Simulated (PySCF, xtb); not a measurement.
formamidinium (CH₅N₂), SMILES C(N)=[NH2+], charge +1. The values are those of a single conformer.

Harmonic wavenumbers (cm⁻¹) from GFN2-xTB (xtb) at its own minimum, in rising order: 489, 555, 630, 661, 682, 939, 999, 1068, 1280, 1332, 1400, 1476, 1706, 3034, 3382, 3398, 3445, 3452.

Q: What does PySCF with PBE-D3(BJ)/def2-TZVP give at its own minimum? (An estimate is asked for; the answer gives what the named calculation found.)

A: 504, 523, 582, 600, 700, 1006, 1032, 1098, 1348, 1372, 1568, 1639, 1733, 3134, 3461, 3475, 3577, 3577. Paired by order, the mean absolute difference is 71 cm⁻¹ and the zero-point energies are 42.8 and 44.2 kcal/mol.
